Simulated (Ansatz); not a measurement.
A made-up structure of AlH4SeO (charge +1), singlet:

```xyz
7
angstrom
O -1.0076 -0.0375 0.0692
Al 0.6845 0.7732 -0.0015
Se 1.8274 -0.6873 -0.1761
H -1.4220 -0.9764 0.0368
H -1.6025 0.4708 0.1448
H 0.7865 2.2849 0.0855
H 0.7337 -1.8278 -0.1588
```

It is relaxed with PBE-D4/def2-SVP and then PBE0-D4/def2-TZVP (Ansatz 0.2.0). Atoms count as bonded within 1.22 times the sum of their covalent radii (H–H: 0.88 Å). The end point is not checked to be a true minimum.

Does its bonding change? (Judge from chemistry; the calculation decides.)

The calculation gives: No: no bond forms or breaks.

Where it ends: The first stage lowers the energy by 4.14 eV in 8 steps. It ends as AlH₄SeO ([OH2][AlH][SeH]), total charge +1:
```xyz
7
angstrom
O -1.1296 0.1073 0.0870
Al 0.6568 0.7008 -0.0029
Se 2.1612 -0.9766 -0.2112
H -1.4540 -0.8042 0.0569
H -1.8774 0.7175 0.1760
H 0.5478 2.2484 0.0994
H 1.0952 -1.9931 -0.2052
```

Labels in which every atom is bracketed show which atoms are joined, not bond orders.

For scale, one of the runs: PBE0-D4/def2-TZVP relaxation, 140 basis functions, launched by `ansatz run in.yaml --threads 2 --pin off --events-out ev --progress --plain --max-ram 4352MiB`. Hardware: 2 CPU threads of an Arm Neoverse V1, shared host. Wall time about 28 s.
